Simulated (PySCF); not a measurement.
Two species compared at the same levels of theory.

First species: C9H8O2.
Structure used (GFN2-xTB), in Å, numbered top down from 1:
```
atom  x, y, z in Å
O1     3.082    1.204    1.167
C2     3.136    0.038    0.909
O3     2.255   -0.721    0.285
C4     1.030   -0.269   -0.223
C5     0.712    1.008   -0.420
C6    -0.538    1.462   -1.028
C7    -1.763    1.205   -0.583
C8    -2.103    0.394    0.587
C9    -1.773   -0.879    0.770
C10   -1.003   -1.702   -0.164
C11    0.215   -1.435   -0.616
H12    3.990   -0.609    1.185
H13    1.415    1.791   -0.174
H14   -0.406    2.140   -1.864
H15   -2.612    1.675   -1.067
H16   -2.743    0.888    1.309
H17   -2.147   -1.412    1.637
H18   -1.486   -2.627   -0.460
H19    0.729   -2.139   -1.258
```

Second species: C7H5N.
SMILES: `[C-]#[N+]C1=CC=CC=C1`

Levels: PBE0/pcSseg-1 for dipole moment, HOMO energy, LUMO energy and HOMO–LUMO gap; GFN2-xTB for rotational constant A and rotational constant C. Geometries: GFN2-xTB. All species are isolated and taken at one optimised geometry, non-relativistic unless stated. Electronic properties by PySCF.

The conformers computed, where there is a choice (atom-mapped SMILES and torsion angles):
- `[O:1]=[CH:2][O:3][C:4]1=[CH:5]/[CH:6]=[CH:7]\[CH:8]=[CH:9]/[CH:10]=[CH:11]\1`: O1–C2–O3–C4 0°, C2–O3–C4–C5 16°

```
             property   column X   column Y
        dipole moment     2.09 D     3.90 D
          HOMO energy   -6.58 eV   -7.61 eV
          LUMO energy   -1.38 eV   -1.35 eV
        HOMO–LUMO gap    5.20 eV    6.26 eV
rotational constant A  2.037 GHz  5.731 GHz
rotational constant C  0.692 GHz  1.292 GHz
```

(1) Which column belongs to which species?

(2) How does each property change from the first species to the second?

## Answers

(1) Column X is the first species and column Y the second. The first has 19 atoms and 78 electrons, the second 13 and 54.

(2) dipole moment +1.81 D; HOMO energy -1.03 eV; LUMO energy +0.03 eV; HOMO–LUMO gap +1.06 eV; rotational constant A +3.694 GHz; rotational constant C +0.600 GHz.

On the first: In atomic units the dipole is 0.82 e·bohr (1 au = 2.5417 D).

On the second: Point group C2v permits a dipole; with 3.90 D the species has a pure rotational spectrum. The dipole equals about 13.0 × 10⁻³⁰ C·m (1 D = 3.33564 × 10⁻³⁰ C·m).
